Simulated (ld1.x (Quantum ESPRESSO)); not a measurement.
Sb (Z = 51) TM semilocal: all-electron and pseudo phase curves

| Quantity | Value |
| --- | --- |
| Element | Sb |
| Generator | ld1.x (Quantum ESPRESSO) 7.5 |
| Type | norm-conserving Troullier–Martins (semilocal form) |
| Functional | PBEsol |
| Relativity | scalar-relativistic |
| Frozen core | [Kr] 4d10 |
| Valence charge | 5 |
| Reference configuration | 5s1 5p4 |
| Partial waves | 5s (bound): rc 2.80 bohr; 5p (bound): rc 2.74 bohr |
| Local potential | the p channel |
| Core correction | none |

The phase is arctan(r·u′/u) with u = r·R(r), unwrapped; energies in Ry, scanned from -3 to 5 Ry. A pole is an energy at which the radial function vanishes at the test radius. The pseudo phase is shifted by a multiple of π to meet the all-electron one at the reference energy, and phase errors are pseudo minus all-electron; the curves can meet again beyond the range given. Levels narrower than the energy grid can be missing from the lists of poles.

| channel | radius (bohr) | reference energy (Ry) | poles, all-electron | poles, pseudo | unbroken range about the reference energy with phases within 0.05 rad | phase error 1 Ry above the reference energy (rad) |
| --- | --- | --- | --- | --- | --- | --- |
| s | 3.04 | -1.00 | -0.48 | -0.50, 3.27 | below 0.5 | -0.019 |
| p | 3.04 | -0.40 | 0.55 | 0.53 | below 1.8 | -0.006 |

Phases in the p channel:

| E (Ry) | all-electron | pseudo |
| --- | --- | --- |
| -3.00 | 1.354 | 1.353 |
| -2.52 | 1.325 | 1.325 |
| -2.04 | 1.282 | 1.280 |
| -1.56 | 1.202 | 1.201 |
| -1.08 | 1.006 | 1.003 |
| -0.60 | 0.035 | 0.033 |
| -0.12 | -1.260 | -1.262 |
| 0.36 | -1.521 | -1.525 |
| 0.84 | -1.630 | -1.639 |
| 1.32 | -1.710 | -1.729 |
| 1.80 | -1.800 | -1.846 |
| 2.28 | -1.946 | -2.104 |
| 2.76 | -2.327 | -3.176 |
| 3.24 | -3.540 | -4.251 |
| 3.72 | -4.266 | -4.503 |
| 4.20 | -4.477 | -4.605 |
| 4.68 | -4.572 | -4.664 |
